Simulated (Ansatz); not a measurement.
`[OH][AlH2]` + `N[SiH]([SiH3])[SeH]` → `[NH2][AlH2]` + `O[SiH]([SiH3])[SeH]`  (redistribution)

Isolated molecules relaxed with PBE0-D4/def2-TZVP in Ansatz; ΔE leaves out vibrations. CCSD(T)/CBS adds triple-zeta CCSD(T) − MP2 to the extrapolated MP2 energy (def2 sets, frozen cores). This one scheme is used for every species. DFT in def2-TZVPP. For Se outer-core shells are correlated without core-valence functions, which leaves a few kJ/mol of doubt a bond. Scalar relativity is left out up to krypton. One conformer a species, not always the lowest.

```csv
level,ΔE (eV)
r2SCAN-D4,-0.05
CCSD/def2-TZVPP,-0.02
SCS-MP2/def2-QZVPP,-0.01
HF/CBS(def2),-0.02
```

Question: What does CCSD(T)/CBS give? (An estimate is asked.)

Answer: Ansatz gave: -0.02 eV. The listed levels differ from it by -0.03, 0.00, 0.01, 0.00 eV.

Largest T1 diagnostic among the species: 0.012.
